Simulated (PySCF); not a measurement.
A series of substituents X on one scaffold: silaethenyl-X. All species are isolated molecules in the gas phase. One relaxed conformer stands for each flexible species; it need not be the lowest. Strings in code marks are SMILES.

The brightest of the four lowest singlets (TDA) from two functionals at the same geometries (PBE0-D3(BJ)/def2-TZVP), both in PySCF: PBE-D3(BJ)/def2-TZVP and ωB97X-D3(BJ)/def2-TZVP. Excitations are Tamm–Dancoff values on a coarser integration grid. The basis has no diffuse functions, so Rydberg states are missing or too high.

| species | PBE-D3(BJ)/def2-TZVP (eV) | ωB97X-D3(BJ)/def2-TZVP (eV) |
|---|---|---|
| X = silyl (`[SiH3][SiH]=C`) | 5.25 | 5.32 |
| X = vinyl (`C=C[SiH]=C` (C–C–Si–C torsion 15°)) | 4.00 | 4.82 |
| X = borono (`C=[SiH]B(O)O`) | 4.83 | 5.10 |
| X = isocyano (`[C-]#[N+][SiH]=C`) | 4.98 | 5.49 |

Over these rows, drawn at random from the members with no instability flagged (it was tested for open shells, ions and some series alone), PBE minus ωB97X-D3(BJ): mean -0.42 eV, from -0.82 eV to -0.07 eV.
